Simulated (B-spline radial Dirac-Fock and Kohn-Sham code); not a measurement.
K-line shifts caused by a second vacancy in Ca⁺

System: Ca⁺ in the configuration 1s2 2s2 2p6 3s2 3p6 4s1.

Input of the calculation (task.json; shells as n, l, electrons):

```json
{"items": [{
  "Z": 20,
  "q": 1,
  "cfg": [[1, 0, 2], [2, 0, 2], [2, 1, 6], [3, 0, 2], [3, 1, 6], [4, 0, 1]],
  "A": 40,
  "rrms": 3.4776,
  "do": ["binding", "quiet", "double"]
}]}
```

Launch: `python xray_run.py task.json out`

Model: Dirac-Fock energy differences between relaxed states, corrected for Breit and QED terms. Program: a radial B-spline solver. Each two-hole energy is an average over J within one jj subconfiguration, not an observable level; in light atoms, where LS coupling holds, the j-resolved values are not observed lines, and for a K spectator the Kα1 hypersatellite is nearly forbidden. The model has no electron correlation.

Lines without a spectator: Kα2 (K-L2) 3687.1 eV, Kα1 (K-L3) 3690.6 eV, Kβ3 (K-M2) 4014.0 eV, Kβ1 (K-M3) 4014.4 eV. Shifts in eV with one spectator hole (a dash: not computed, or left out as unreliable):

| spectator hole | Kα2 | Kα1 | Kβ3 | Kβ1 |
| --- | --- | --- | --- | --- |
| K (1s) | +204.7 | +205.5 | +255.4 | +255.5 |
| L2 (2p1/2) | +16.27 | +20.18 | – | +51.7 |
| L3 (2p3/2) | +19.33 | +18.30 | +50.8 | – |
| M2 (3p1/2) | – | +0.91 | +4.37 | +5.47 |
| M3 (3p3/2) | +0.85 | – | +5.33 | +5.01 |

With n spectator holes in 2p, averaged over the 2p shell (energies in eV):

| n | KαLⁿ | step | hypersatellite KαʰLⁿ |
| --- | --- | --- | --- |
| 0 | 3689.4 | – | 3894.7 |
| 1 | 3708.4 | +18.9 | 3915.0 |
| 2 | 3728.7 | +20.3 | 3936.7 |
| 3 | 3750.4 | +21.7 | 3959.8 |
| 4 | 3773.4 | +23.0 | 3984.2 |
| 5 | 3797.7 | +24.4 | 4009.9 |
